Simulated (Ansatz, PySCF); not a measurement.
Species: chloro(fluoro)silane, sum formula SiH₂ClF, charge 0, multiplicity 1. SMILES: F[SiH2]Cl
Geometry from a B3LYP-D3(BJ)/def2-TZVP (Ansatz, a first-principles code) optimisation:
```
Si
F 1 1.5953
H 1 1.4700 2 108.26
H 1 1.4700 3 113.68 2 120.32
Cl 1 2.0473 3 108.86 4 121.52
```

Quantity: vertical ionisation energy (to the doublet state of charge +1; each state is the SCF solution reached for its spin), in eV. Valence correlation only, unless marked. Open shells are spin-unrestricted. No spin-orbit coupling. No relativistic terms. 

| level | program | vertical ionisation energy (eV) |
|---|---|---|
| HF/aug-cc-pV(T+d)Z | Ansatz | 11.25 |
| SVWN5/def2-TZVPD | Ansatz | 11.40 |
| PBE0/def2-TZVPD | Ansatz | 11.72 |
| MP2/aug-cc-pV(D+d)Z | Ansatz | 12.22 |
| RI-MP2/aug-cc-pV(T+d)Z | Ansatz | 12.36 |
| CCSD/aug-cc-pV(D+d)Z | Ansatz | 11.94 |

For comparison, minus the highest occupied orbital energy (PySCF): 8.21 eV at M06-L/def2-TZVPD, 10.61 eV at M06-2X/def2-TZVPD, 9.32 eV at PBE0/def2-TZVPD.
